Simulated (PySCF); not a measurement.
**Polarisability and C₆ of Si⁺ (silicon, charge +1)**

[Ne] 3s2 3p1, 2P determinant. Computed with PySCF 2.14 in x2c-QZVPPall with one added diffuse shell each of s, p, d, f type (10s7p5d3f1g, 86 functions), with the spin-free X2C one-electron Hamiltonian (Gaussian nucleus). Coupled (time-dependent) response in atomic units; α is the mean over directions.

```json
{"method": "UHF", "mean α (bohr³)": "19.48", "α xx, yy, zz": "19.05, 20.33, 19.05", "C₆ (like pair)": "104.6", "S(−4)": "154.4"}
{"method": "PBE", "mean α (bohr³)": "19.04", "α xx, yy, zz": "18.36, 20.41, 18.36", "C₆ (like pair)": "100.5", "S(−4)": "149.5"}
{"method": "PBE0", "mean α (bohr³)": "19.01", "α xx, yy, zz": "18.45, 20.14, 18.45", "C₆ (like pair)": "100.5", "S(−4)": "147.2"}
{"method": "B97-3", "mean α (bohr³)": "19.06", "α xx, yy, zz": "18.48, 20.22, 18.48", "C₆ (like pair)": "101.0", "S(−4)": "147.3"}
{"method": "BP86", "mean α (bohr³)": "18.99", "α xx, yy, zz": "18.26, 20.43, 18.26", "C₆ (like pair)": "100.0", "S(−4)": "148.2"}
```

S(−4) is the Cauchy moment in α(ω) = α(0) + S(−4) ω² + …

α(iu) at PBE0:

```csv
u (hartree),α(iu) (bohr³)
0,19.01
0.0500,18.65
0.100,17.65
0.200,14.58
0.300,11.35
0.500,6.742
0.750,3.844
1.00,2.455
1.50,1.272
2.00,0.8027
3.00,0.4328
5.00,0.2078
```

A single London oscillator, α(iu) = α/(1 + u²/ω²), gives C₆ = (3/4) ω α². Matching the computed C₆ needs ω = 4 × 100.5 / (3 × 19.01²) = 0.371 hartree.

For an ion, C₆ is the dispersion term alone; charge-induced terms of lower order in 1/R come first.

The components differ because the open shell of this determinant is not spherical; for a pure term their mean is the scalar polarisability.
